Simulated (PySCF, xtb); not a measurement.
C₂H₆BNO, SMILES C=CB(O)N. Other conformers were not sampled.

Harmonic wavenumbers (cm⁻¹) from GFN2-xTB run with xtb at its own minimum, in rising order: 66, 188, 346, 352, 466, 469, 498, 557, 647, 735, 841, 924, 960, 1018, 1043, 1260, 1286, 1342, 1412, 1542, 1673, 3014, 3070, 3116, 3495, 3553, 3630.

What does r2SCAN-D4/def2-SVP (PySCF 2.14.0) give at its own minimum? (The exact figures need the calculation; the answer reports its results.)

90, 212, 375, 377, 409, 433, 501, 578, 714, 751, 870, 974, 987, 1024, 1048, 1266, 1337, 1417, 1435, 1599, 1685, 3108, 3123, 3218, 3606, 3712, 3875. Paired by order, the mean absolute difference is 52 cm⁻¹ and the zero-point energies are 53.6 and 55.4 kcal/mol.
